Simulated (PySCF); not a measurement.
C7H9BO.
SMILES: `B1C=CC=C(OC)C=C1`

A linear-response calculation (PySCF, def2-SVPD basis, gas phase, vertical, core orbitals frozen in the response) gave these numbers; the functional is withheld.

Orbital energies (eV): HOMO-3 -10.14, HOMO-2 -10.05, HOMO-1 -9.31, HOMO -7.75, LUMO -0.66, LUMO+1 -0.40, LUMO+2 1.05.

```tsv
state	E (eV)	f	main configurations (H = HOMO, L = LUMO)
S1	4.39	0.084	H→L (46%), H→L+1 (42%)
S2	4.56	0.175	H→L (46%), H→L+1 (43%)
S3	5.67	0.0012	H-3→L (71%), H-2→L (17%)
S4	5.81	0.0022	H-2→L (43%), H-2→L+1 (31%), H-3→L (13%)
S5	5.91	0.0002	H-3→L+1 (67%), H-2→L (14%), H-3→L (13%)
S6	6.01	0.0010	H-2→L+1 (58%), H-2→L (23%), H-3→L+1 (15%)
```

Triplets (Tamm–Dancoff): T1 2.80 eV, H→L (80%), H→L+1 (13%); T2 3.36 eV, H→L+1 (82%), H→L (11%); T3 4.06 eV, H-1→L (82%); T4 4.80 eV, H-1→L+1 (78%).

Vertical ionisation energy by ΔSCF with the same functional: 8.34 eV. Mean static polarisability: 107.9 au.

Problem. Which of these was used?
A. CAM-B3LYP
B. PBE
C. B3LYP
D. HF

Solution. A. CAM-B3LYP is range-separated, 19% exact exchange at short range and 65% at long range (ω = 0.33 bohr⁻¹). In this run −ε(HOMO) = 7.75 eV differs from the ΔSCF value by -0.60 eV, and S1 differs from the orbital gap of 7.08 eV by -2.70 eV. The ratio −ε(HOMO)/IP is 0.93. Small neutral molecules mostly give 0.85 to 0.93 with CAM-B3LYP, 0.5 to 0.7 with PBE, 0.67 to 0.83 with B3LYP; with Hartree–Fock the ratio is 1 or more (Koopmans' value less the relaxation energy is the ΔSCF value).

Method used: TDDFT CAM-B3LYP/def2-SVPD, vertical, gas phase, core orbitals frozen in the response (PySCF 2.14.0, density-fitted response routines). Isolated species at its PBE0-D3(BJ)/def2-SVP geometry (one conformer only).

On one thread of an Intel Xeon at 2.50 GHz, shared host with 64 logical CPUs at a one-minute load of 61, this took 8.5 min (grids of density and orbitals included) and 1.3 GiB of memory at its peak.

Shape of the structure used: `[CH3:1][O:2][C:3]1=[CH:4][CH:5]=[CH:6][BH:7][CH:8]=[CH:9]1`: C1–O2–C3–C4 0°.
